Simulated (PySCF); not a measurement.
Stretching NdF

Set-up: basis Nd x2c-SVPall, F x2c-SVPall; spin-free X2C with a Gaussian nucleus; PySCF 2.14. Energies in eV from Nd (4f4 6s2) + F in their ground configurations at the same level. State: sextet, about 4.0 electrons in the 4f shell (Mulliken), real f orbitals that mix terms.

All columns are PBE0. A positive dipole means Nd(−)F(+).

```
R (Å)  E (eV)  μ (D)  Mulliken charge on Nd (basis-dependent)  HOMO (eV)  LUMO (eV)  Mayer bond order  ⟨S²⟩
1.776  -4.984  -1.20                                     0.24      -3.01      -1.29              1.24  8.75
1.859  -5.571  -1.73                                     0.30      -3.15      -1.35              1.17  8.75
1.941  -5.899  -2.24                                     0.35      -3.34      -1.42              1.12  8.75
2.003  -6.016  -2.60                                     0.38      -3.49      -1.48              1.08  8.75
2.065  -6.049  -2.95                                     0.41      -3.64      -1.54              1.04  8.75
2.127  -6.016  -3.28                                     0.44      -3.70      -1.59              1.01  8.75
2.210  -5.894  -3.72                                     0.46      -3.79      -1.67              0.97  8.75
2.313  -5.656  -4.24                                     0.49      -3.90      -1.77              0.93  8.75
2.437  -5.296  -4.86                                     0.52      -4.02      -1.89              0.89  8.75
2.602  -4.762  -5.67                                     0.55      -4.18      -2.04              0.84  8.75
```

A fit through these points gives, at Re = 2.062 Å, μ = -2.93 D and dμ/dR = -5.50 D/Å; the reduced mass is 16.76 u.

How strong is the fundamental in the double-harmonic approximation, I = 42.26·(dμ/dR)²/μred km/mol?

I = 42.26·(-5.50)²/16.76 = 76.3 km/mol at PBE0.

These are scalar-relativistic numbers at best; spin–orbit coupling would shift them, the dissociation energy most. The state is the lowest single determinant that the PBE0 search found; with open d or f shells the true ground state can be another one.
